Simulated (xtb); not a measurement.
C2H7S, charge +1, singlet, from a rough starting geometry; GFN2-xTB run with xtb.

The xtb input:
```
$ xtb mol.xyz --gfn 2 --chrg 1 --opt vtight --json

# file mol.xyz
10

C      1.15165654     0.34764663    -0.08389416
C     -0.33689643     0.56669062    -0.09208127
S     -1.07584682    -1.14457106    -0.07781334
H     -2.36768949    -0.72292364    -0.07824453
H     -0.66502168     1.05601656     0.80686465
H     -0.70148827     1.05359767    -1.00426360
H      1.62847265     1.39514379    -0.04364578
H      1.50254244    -0.16138908     0.84182286
H      1.54385882    -0.13211814    -1.01017265
H     -0.64822662    -2.13594456     0.76814178
```

### Question
Write the output that xtb gives for this input, abridged.

### Answer

```
   ID    Z sym.   atoms
    1    6 C      1, 2
    2   16 S      3
    3    1 H      4-10

           -------------------------------------------------
          |                Calculation Setup                |
           -------------------------------------------------

           -------------------------------------------------
          |                 G F N 2 - x T B                 |
           -------------------------------------------------

          ...................................................
          :                      SETUP                      :
          :.................................................:
          :  # basis functions                  25          :
          :  # atomic orbitals                  24          :
          :  # shells                           14          :
          :  # electrons                        20          :
          :  max. iterations                   250          :
          :  Hamiltonian                  GFN2-xTB          :
          :  restarted?                      false          :
          :  GBSA solvation                  false          :
          :  PC potential                    false          :
          :  electronic temp.          300.0000000     K    :
          :  accuracy                    1.0000000          :
          :  -> integral cutoff          0.2500000E+02      :
          :  -> integral neglect         0.1000000E-07      :
          :  -> SCF convergence          0.1000000E-05 Eh   :
          :  -> wf. convergence          0.1000000E-03 e    :
          :  Broyden damping             0.4000000          :
          :  net charge                          1          :
          :  unpaired electrons                  0          :
          ...................................................

 iter      E             dE          RMSdq      gap      omega  full diag
   1    -10.6812947 -0.106813E+02  0.371E+00    5.26       0.0  T
   2    -10.6914979 -0.102032E-01  0.213E+00    5.14       1.0  T
   3    -10.6931897 -0.169177E-02  0.851E-01    4.87       1.0  T
   4    -10.6933497 -0.160047E-03  0.315E-01    4.77       1.0  T
   5    -10.6934954 -0.145706E-03  0.755E-02    4.79       1.0  T
   6    -10.6934970 -0.158170E-05  0.350E-02    4.80       1.0  T
   7    -10.6934976 -0.614965E-06  0.728E-03    4.81       4.3  T
   8    -10.6934976 -0.119876E-07  0.258E-03    4.81      12.3  T
   9    -10.6934977 -0.473388E-08  0.787E-04    4.80      40.2  T
  10    -10.6934977 -0.130709E-08  0.319E-04    4.80      99.3  T

   *** convergence criteria satisfied after 10 iterations ***

         :::::::::::::::::::::::::::::::::::::::::::::::::::::
         ::                     SUMMARY                     ::
         :::::::::::::::::::::::::::::::::::::::::::::::::::::
         :: total energy             -10.584377180148 Eh    ::
         :: gradient norm              0.093820110371 Eh/a0 ::
         :: HOMO-LUMO gap              4.804975374837 eV    ::
         ::.................................................::
         :: SCC energy               -10.693495779606 Eh    ::
         :: -> isotropic ES            0.110504383615 Eh    ::
         :: -> anisotropic ES         -0.005091523563 Eh    ::
         :: -> anisotropic XC          0.008661223168 Eh    ::
         :: -> dispersion             -0.003523216180 Eh    ::
         :: repulsion energy           0.109118599457 Eh    ::
         :: add. restraining           0.000000000000 Eh    ::
         :: total charge               1.000000000000 e     ::
         :::::::::::::::::::::::::::::::::::::::::::::::::::::

      -----------------------------------------------------------
     |                   =====================                   |
     |                        A N C O P T                        |
     |                   =====================                   |
     |               Approximate Normal Coordinate               |
[...]
 * total energy  :   -10.6137274 Eh     change       -0.2935022E-01 Eh
 * total energy  :   -10.6184300 Eh     change       -0.4702569E-02 Eh
 * total energy  :   -10.6206500 Eh     change       -0.2220057E-02 Eh
 * total energy  :   -10.6213660 Eh     change       -0.7160036E-03 Eh
 * total energy  :   -10.6214615 Eh     change       -0.9544683E-04 Eh
 * total energy  :   -10.6214909 Eh     change       -0.2942838E-04 Eh
 * total energy  :   -10.6215029 Eh     change       -0.1195316E-04 Eh
 * total energy  :   -10.6215111 Eh     change       -0.8277869E-05 Eh
 * total energy  :   -10.6215148 Eh     change       -0.3668242E-05 Eh
 * total energy  :   -10.6215173 Eh     change       -0.2542810E-05 Eh
 * total energy  :   -10.6215175 Eh     change       -0.1904976E-06 Eh
 * total energy  :   -10.6215176 Eh     change       -0.2041354E-07 Eh
   *** GEOMETRY OPTIMIZATION CONVERGED AFTER 13 ITERATIONS ***
         :: total energy             -10.621517560325 Eh    ::
[...]
         9        2.0000           -0.6348858             -17.2761
        10        2.0000           -0.6303216             -17.1519 (HOMO)
        11                         -0.4426628             -12.0455 (LUMO)
        12                         -0.4332340             -11.7889
        13                         -0.2818181              -7.6687
        14                         -0.2668760              -7.2621
        15                         -0.2527727              -6.8783
        16                         -0.2034603              -5.5364
        17                         -0.0693951              -1.8883
        18                         -0.0293506              -0.7987
        19                         -0.0093702              -0.2550
        20                          0.0172327               0.4689
        21                          0.0614151               1.6712
       ...                                ...                  ...
        24                          0.3415296               9.2935
      -------------------------------------------------------------
                  HL-Gap            0.1876588 Eh            5.1065 eV
             Fermi-level           -0.5364922 Eh          -14.5987 eV

     #   Z          covCN         q      C6AA      α(0)
     1   6 C        3.783    -0.136    23.132     6.851
     2   6 C        3.790    -0.054    21.558     6.613
     3  16 S        2.840     0.250   131.281    19.284
     4   1 H        0.921     0.215     1.027     1.585
     5   1 H        0.925     0.112     1.679     2.026
     6   1 H        0.925     0.120     1.614     1.987
     7   1 H        0.925     0.111     1.687     2.031
     8   1 H        0.925     0.079     1.988     2.205
     9   1 H        0.925     0.088     1.899     2.155
    10   1 H        0.921     0.216     1.023     1.582

 Mol. C6AA /au·bohr⁶  :        871.316940
 Mol. C8AA /au·bohr⁸  :      25854.077743
 Mol. α(0) /au        :         46.319345

Wiberg/Mayer (AO) data.
largest (>0.10) Wiberg bond orders for each atom

 ---------------------------------------------------------------------------
     #   Z sym  total        # sym  WBO       # sym  WBO       # sym  WBO
 ---------------------------------------------------------------------------
     1   6 C    3.971 --     2 C    1.030     8 H    0.980     9 H    0.977
                             7 H    0.955
     2   6 C    3.908 --     1 C    1.030     5 H    0.963     6 H    0.957
                             3 S    0.939
     3  16 S    2.891 --     4 H    0.940     2 C    0.939    10 H    0.937
     4   1 H    0.954 --     3 S    0.940
     5   1 H    0.987 --     2 C    0.963
     6   1 H    0.986 --     2 C    0.957
     7   1 H    0.988 --     1 C    0.955
     8   1 H    0.994 --     1 C    0.980
     9   1 H    0.992 --     1 C    0.977
    10   1 H    0.954 --     3 S    0.937
 ---------------------------------------------------------------------------

Topologies differ in total number of bonds
Writing topology from bond orders to xtbtopo.mol

molecular dipole:
                 x           y           z       tot (Debye)
 q only:       -1.504      -1.080       0.142
   full:       -1.634      -1.042       0.263       4.972
molecular quadrupole (traceless):
                xx          xy          yy          xz          yz          zz
 q only:        4.145       5.502       0.795      -0.535      -1.379      -4.940
  q+dip:        3.907       4.828       0.058      -1.020      -2.146      -3.965
   full:        4.325       5.057       0.232      -0.932      -2.221      -4.558

optimized geometry written to: xtbopt.xyz

           -------------------------------------------------
          | TOTAL ENERGY              -10.621517560325 Eh   |
          | GRADIENT NORM               0.000047159324 Eh/α |
          | HOMO-LUMO GAP               5.106456565174 eV   |
           -------------------------------------------------
```
